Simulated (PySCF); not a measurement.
A GIAO shielding run with PySCF 2.14.0 with density-fitted response routines (density fitting, non-relativistic, gas phase) on `[Si@@H](C(=C)S[SiH3])(C)[SiH2]N`, C3H13NSSi3:

```
$ OMP_NUM_THREADS=1 python probes_run.py task.json out

{"job": {"kind": "nmr", "xc": "PBE0", "basis": "pcSseg-1"}, "charge": 0, "multiplicity": 1}
C      1.427666     1.285958    -0.713802
C      1.000717     0.127560    -0.233740
S      1.974743    -0.909054     0.826762
Si     3.972308    -0.123830     0.790537
Si    -0.727883    -0.611405    -0.495449
C     -1.511822     0.251013    -2.005701
Si    -1.938959    -0.401323     1.466874
N     -3.447185     0.325519     1.036708
H      2.404515     1.699312    -0.510463
H      0.786816     1.873506    -1.349461
H      4.016096     1.162779     1.478271
H      4.704124    -1.149051     1.513013
H      4.397576    -0.001533    -0.598454
H     -0.484721    -2.010544    -0.901880
H     -0.833960     0.290851    -2.853185
H     -1.813623     1.266804    -1.770271
H     -2.400476    -0.285212    -2.323431
H     -2.083613    -1.695585     2.164327
H     -1.399078     0.533466     2.461029
H     -4.091334     0.572176     1.770792
H     -3.960827    -0.029760     0.247054
```

Hardware: 1 thread of an Arm Neoverse V1, shared host. The job also computes population analyses, field gradients.

Task: How large is the calculation?

Result: 96 electrons, 229 basis functions and 1279 auxiliary functions.

Task: How long does it take, and how much memory does it need?

Result: 60 s of wall time, with 14 SCF cycles and 5 response iterations; peak memory 1.1 GiB. Times on a shared host scatter by some tens of per cent.
